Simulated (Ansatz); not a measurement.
Total energies of Rb₄⁻ (the lowest doublet isomer of a short search) from Ansatz at PBE0/def2-TZVPD, gas phase (1 Eh = 27.2114 eV = 2625.5 kJ/mol). The reference geometry is relaxed at PBE/def2-TZVPD.

```xyz
4

Rb    0.8184    1.8541   -1.4342
Rb   -0.8209   -1.8693    1.4144
Rb   -3.8687    1.3585   -0.4234
Rb    3.8713   -1.3433    0.4432
```

```json
{"state": "charge -1 doublet", "geometry": "reference", "energy (Eh)": "-96.40029"}
{"state": "charge 0 singlet", "geometry": "reference", "energy (Eh)": "-96.36844"}
{"state": "charge -1 quartet", "geometry": "relaxed at PBE/def2-TZVPD", "energy (Eh)": "-96.38930"}
```

In the def2 sets Rb takes a core potential; there is no spin–orbit coupling.

(1) Work out the vertical ionisation energy to the singlet.

(2) Which of the charge -1 states is lowest, and how far above it are the others?

(1) E(charge 0 singlet) − E(charge -1 doublet) = -96.36844 − (-96.40029) = 0.03185 Eh = 0.87 eV. For comparison, −ε of the highest occupied level of the spin that leaves is 0.17 eV at this level, 0.70 eV less.

(2) The doublet. quartet: -96.38930 − (-96.40029) = 0.01099 Eh = 28.9 kJ/mol.

A triplet lies near this restricted singlet, and broken spin symmetry wasn't tried. 

The structure comes from a short search, and lower isomers may exist.
